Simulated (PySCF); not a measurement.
Method: PySCF with PBE-D3(BJ)/def2-TZVP // PBE-D3(BJ)/def2-SVP. Isolated molecules, 0 K electronic values unless said otherwise. One relaxed conformer stands for a flexible species; it need not be the lowest. Excitations are Tamm–Dancoff values on a coarser integration grid. The basis has no diffuse functions, so Rydberg states are missing or too high.

Reference species (SMILES): `CO[Si](OC)(OC)OC` (neutral, multiplicity 1).

```yaml
S1–T1 gap (TDA): 0.17 eV
HOMO: -6.50 eV
S1 oscillator strength: 0.002
```

Changed species: `C[Si](C)(C)OC` (C–O–Si–C torsion 61°) (1 of 4 CH3 replaced by OCH3; the reference has 4 of 4 CH3 replaced by OCH3).

Problem. Predict the effect on the S1–T1 gap (TDA), HOMO and S1 oscillator strength.

Solution. the S1–T1 gap (TDA) falls by 0.08 eV, to 0.09 eV; the HOMO increases by 0.42 eV, to -6.08 eV; the S1 oscillator strength hardly moves.
